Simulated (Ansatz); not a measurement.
The same path of F5HW + H3P (11 atoms, charge 0, multiplicity 1) was run twice with different band settings. Lost on the way: W1–H2, P8–H11. Made: W1–P8, H2–H11.

These are results of Ansatz, RKS LDA/def2-SVP, not measurements.

Relaxed end points:

```xyz
11
Properties=species:S:1:pos:R:3
W 0.119 -0.138 -0.239
H 0.191 -0.495 1.430
F 1.942 -0.436 -0.174
F 0.684 1.395 -1.130
F -1.176 0.929 0.537
F 0.090 -1.990 -0.245
F -1.187 -0.448 -1.515
P 1.813 2.228 1.961
H 2.884 1.431 1.419
H 1.489 2.774 0.667
H 0.858 1.138 1.817
```

```xyz
11
Properties=species:S:1:pos:R:3
W 0.294 0.363 -0.476
H 0.166 -0.933 2.759
F 1.903 -0.559 -0.321
F 0.290 1.761 -1.696
F -1.084 1.337 0.281
F -0.477 -0.993 0.519
F 0.192 -0.621 -2.054
P 1.632 1.691 1.093
H 2.917 1.723 0.461
H 1.231 3.047 0.842
H 0.643 -0.426 3.120
```

Common settings: movable images 5; climbing image yes; spring 5.0 eV/Å²; optimiser quadratic models (default); force threshold 0.03 eV/Å; iteration limit 60; end points relaxed.

| run | start path |
| --- | --- |
| 1 | through a guess of the saddle point |
| 2 | straight line |

**Question.** What does each run give, and how far can it be trusted?

**Answer.** Run 1: converged after 33 iterations, highest image 0.237 eV above the first end. A vibrational analysis at the climbing image gives one clearly imaginary mode, 58i cm⁻¹: a first-order saddle point.
Run 2: converged after 24 iterations, highest image 0.278 eV above the first end. The order of the point at the top wasn't checked.
The orbitals stay closed-shell, which can raise the energy where a bond breaks towards radicals; this wasn't checked here.
